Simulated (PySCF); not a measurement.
Q: What does the PBE0-D3(BJ)/def2-SVP structure of `C=[N][AlH2-][N+]#CC` look like in three dimensions?

A: 
```
atom  x, y, z in Å
C1    -3.3090    0.2026   -0.5295
N2    -2.0988   -0.0917   -0.4051
Al3   -0.8424   -1.3515   -0.7891
N4     0.8254   -0.3052   -0.2313
C5     1.7644    0.2812    0.0834
C6     2.9386    1.0239    0.4815
H7    -3.7345    1.1481   -0.1180
H8    -4.0712   -0.4273   -1.0491
H9    -0.4559   -1.5849   -2.3268
H10   -0.7286   -2.5550    0.2594
H11    3.4451    1.4255   -0.4077
H12    2.6440    1.8557    1.1372
H13    3.6300    0.3637    1.0245
```

Orientation and origin are arbitrary. Atoms count from 1 in this order. The C–N distances run from 1.151 Å (N4≡C5, drawn triple) to 1.252 Å (C1=N2, drawn double), a spread of 0.101 Å. The 2 Al–N bonds span 1.820 Å (N2–Al3, drawn single) to 2.046 Å (Al3–N4, drawn single), a spread of 0.226 Å. Al3 (aluminium bonded to 2 N and 2 H) is distorted tetrahedral (angles from 98.0° to 120.1°).

Bonds between heavy atoms (Å): C1=N2 1.252, N2–Al3 1.820, Al3–N4 2.046, N4≡C5 1.151, C5–C6 1.445.

Method: PBE0-D3(BJ)/def2-SVP geometry optimisation, gas phase in PySCF.

PBE0-D3(BJ)/def2-SVP frequencies: not computed here. One conformer, not necessarily the lowest (C1–N2–Al3–N4 170°).
